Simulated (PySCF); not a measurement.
Mapped SMILES: `[CH3:1][O:2][C:3]1=[CH:4][CH:5]=[CH:6][SiH2:7]1`. Hydrogens are named by the atom that carries them.

Calculated, not measured (PySCF 2.14.0 with density-fitted response routines): structure optimised with PBE0-D3(BJ)/def2-SVP, σ from GIAO-PBE0/pcSseg-1. One computed conformer, non-relativistic Hamiltonian, in vacuum, one averaged value for each set of equivalent atoms.

Referencing at the same level of theory: ¹³C (184.41 ppm) vs TMS.

Do the ¹³C shifts follow the atomic charges (in e)? Tabulate both.

Results:


| atoms | hybridisation | δ (ppm) | σ para (ppm) | Hirshfeld | IAO | Mulliken | ESP-fitted |
| --- | --- | --- | --- | --- | --- | --- | --- |
| C3 | sp2 | 179.3 | -252 | -0.01 | -0.05 | -0.02 | +0.11 |
| C5 | sp2 | 159.7 | -229 | -0.04 | -0.11 | -0.09 | -0.21 |
| C4 | sp2 | 116.4 | -191 | -0.10 | -0.27 | -0.23 | -0.19 |
| C6 | sp2 | 113.1 | -190 | -0.17 | -0.48 | -0.41 | -0.38 |
| C1 | sp3 | 56.5 | -118 | -0.03 | -0.20 | -0.05 | -0.02 |

Correlation coefficients of δ with charge over these carbons: Hirshfeld +0.24, IAO +0.48, Mulliken +0.20, ESP-fitted +0.17; with the paramagnetic shielding -0.99. Among the 4 sp2 carbons alone: Hirshfeld +0.93, IAO +0.90, Mulliken +0.92, ESP-fitted +0.82. With so few points, grouped by hybridisation, these coefficients are fragile. Charge is one influence among several: hybridisation and low-lying excitations act through the paramagnetic term.

Shifts are as computed. Against solution values, carbons near 30 ppm lie about +2 ppm off and those near 130 ppm about +5 ppm. Of 1211 compounds with measured shifts, 218 miss one by over three times the rms of a fit or turn the order of signals round; such compounds aren't used in these exercises.
